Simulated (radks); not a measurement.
Species: Ag. Configuration: [Kr] 4d10 5s1. Method: scalar-relativistic Kohn-Sham, exchange-only LDA, spin-polarised, spherical densities, point nucleus; open shells are filled with parallel spins first (spin-orbit coupling, left out, can overturn this in heavy ions); computed with a radial shooting solver on a logarithmic mesh with Libxc functionals. Some entries of the table are withheld. Estimate them.

| orbital | occ. | eigenvalue (Ry) | <1/r> (bohr^-1) | <r^2> (bohr^2) |
|---|---|---|---|---|
| 1s up | 1 | -1859.251 | 49.38 | 0.001311 |
| 1s down | 1 | -1859.250 | 49.38 | 0.001311 |
| 2s down | 1 | -273.6994 | 11.22 | 0.02150 |
| 2s up | 1 | -273.6985 | 11.22 | 0.02150 |
| 2p down | 3 | -245.6449 | 10.84 | 0.01693 |
| 2p up | 3 | -245.6443 | 10.84 | 0.01693 |
| 3s up | 1 | -50.04587 | 3.937 | 0.1560 |
| 3s down | 1 | -50.04573 | 3.937 | 0.1560 |
| 3p up | 3 | -40.83222 | 3.753 | 0.1574 |
| 3p down | 3 | -40.83217 | 3.753 | 0.1574 |
| 3d down | 5 | -26.25610 | 3.528 | 0.1428 |
| 3d up | 5 | -26.25563 | 3.528 | 0.1428 |
| 4s down | 1 | -6.88731 | 1.518 | 0.9421 |
| 4s up | 1 | -6.88449 | 1.517 | 0.9431 |
| 4p down | 3 | -4.21109 | 1.361 | (1) |
| 4p up | 3 | -4.21004 | 1.360 | (2) |
| 4d up | 5 | -0.47539 | 0.9569 | 2.644 |
| 4d down | 5 | -0.45755 | 0.9732 | 2.486 |
| 5s up | 1 | -0.31155 | 0.4017 | 11.86 |
| 5s down | 0 | -0.22488 | 0.4069 | 11.98 |

Answer. 
(1) 4p down <r^2> (bohr^2): 1.149
(2) 4p up <r^2> (bohr^2): 1.153
